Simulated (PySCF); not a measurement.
## Static response to an electric field

CH4B3NO3.
Structure used (PBE0-D3(BJ)/def2-SVP), in Å, numbered top down from 1:
```
atom  x, y, z in Å
C1    -3.002    0.524    0.425
N2    -1.882    0.283   -0.073
B3    -0.493    0.383    0.071
O4     0.221   -0.647    0.659
B5     1.583   -0.597    0.704
O6     2.245    0.476    0.162
B7     1.548    1.511   -0.410
O8     0.186    1.467   -0.456
H9    -3.139    1.034    1.399
H10   -3.931    0.232   -0.097
H11    2.206   -1.487    1.222
H12    2.139    2.455   -0.866
```

Level: B3LYP/def2-SVPD (PySCF), static field, nuclei fixed, core orbitals frozen in the response. The polarisability tensor in these axes (au):

```
x   92.51 -1.00 -2.99
y   -1.00 57.84 -4.87
z   -2.99 -4.87 51.37
```

**Question.** Diagonalise the tensor; give its mean and Δα, where Δα² is half the sum of the squared differences of the eigenvalues.

**Answer.** Principal values 48.54, 60.44 and 92.74 au; mean 67.24 au = 9.96 Å³ = 11.09 × 10⁻⁴⁰ C²·m²/J; Δα = 39.62 au (59 % of the mean).

**Question.** What is the dipole moment, and where does it point?

**Answer.** (-2.17, 0.42, 0.88) D, 2.38 D in size, pointing from the negative to the positive side. Measured along this direction, the outermost atoms are O6, H12 and H11 at the negative end and H10 and H9 at the positive end.

**Question.** In a dilute gas of rigid molecules at 400 K, how does the orientational term μ²/3kT compare with the electronic polarisability?

**Answer.** In Gaussian units μ²/3kT = 34.24 Å³ against 9.96 Å³, a ratio of 3.44; the Debye molar polarisation (4π/3)N_A(α + μ²/3kT) is 111.5 cm³/mol, leaving out the vibrational part.

**Question.** Molar refractivity from α?

**Answer.** Lorentz–Lorenz: R = (4π/3)N_A α = 2.5225 cm³/(mol·Å³) × 9.96 Å³ = 25.1 cm³/mol, in the limit of long wavelengths.

**Question.** Rayleigh depolarisation ratio (linearly polarised light, static tensor)?

**Answer.** ρ = 3Δα²/(45ᾱ² + 4Δα²) = 4708.7/(203459 + 6278.2) = 0.0225.

Geometry: PBE0-D3(BJ)/def2-SVP, one conformer, isolated molecule.
